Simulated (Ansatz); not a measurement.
Ansatz (an electronic-structure program) job for hexafluoroisopropanol (C3H2F6O), SMILES FC(C(C(F)(F)F)O)(F)F, ωB97X-V/def2-SVPD. Coordinates come from a B3LYP-D3(BJ)/def2-SVP optimisation. Other conformers were not sampled.

Ansatz 0.2 input:
```yaml
crystal:
  periodic: [false, false, false]
  atoms:
    - {symbol: O, position_ang: [-0.06828292, 1.84945857, -0.16936364]}
    - {symbol: C, position_ang: [-0.03613703, 0.50773754, -0.53857506]}
    - {symbol: C, position_ang: [1.29966600, -0.06070313, -0.04603666]}
    - {symbol: F, position_ang: [2.30710137, 0.53467603, -0.69265746]}
    - {symbol: F, position_ang: [1.47335755, 0.12667062, 1.26121599]}
    - {symbol: F, position_ang: [1.36472647, -1.37685650, -0.29719903]}
    - {symbol: C, position_ang: [-1.25994114, -0.24092394, 0.01379891]}
    - {symbol: F, position_ang: [-1.36924208, -1.46351161, -0.51182540]}
    - {symbol: F, position_ang: [-2.36364439, 0.45754003, -0.33347072]}
    - {symbol: F, position_ang: [-1.24922974, -0.34743301, 1.34155132]}
    - {symbol: H, position_ang: [-0.89141142, 2.23842968, -0.49423584]}
    - {symbol: H, position_ang: [-0.05147504, 0.34946870, -1.63451037]}
basis:
  gaussian:
    orbitals: def2-SVPD
hamiltonian:
  xc: {name: wB97X-V}
```

Output:

```
WARN ansatz: RAYON_NUM_THREADS=1 ignored (pool sized by the plan → 1); use --threads N
Functional definition: wB97X-V
integrals: 0.33 GiB planned
1930 factors; their error is unknown
integrals: 0.35 GiB planned
672 factors; integrals over basis functions are off by at most 1.3e-5 eV
mean field: 1.82 GiB planned
mean field evaluation 1: about -21462.7088 eV, gradient 6.9e1 eV
mean field evaluation 2: about -21462.4523 eV, gradient 7.5e1 eV
mean field evaluation 4: about -21470.5407 eV, gradient 1.8e0 eV
mean field evaluation 8: about -21470.5432 eV, gradient 3.7e-2 eV
mean field evaluation 16: about -21470.5454 eV, gradient 1.9e-4 eV
mean field -21470.54536876 eV, -789.0279890436 hartree, gradient 3.6e-5 eV, S^2 0.000000; 0 other end points of the search recorded, 0 dependent functions left out
reference -21470.54536604 eV, -789.0279889437 hartree; 41, 41 occupied and 196, 196 virtual orbitals, 1930 factors
Total energy: -21470.54536604 eV, -789.0279889437 hartree
```

The run converged.
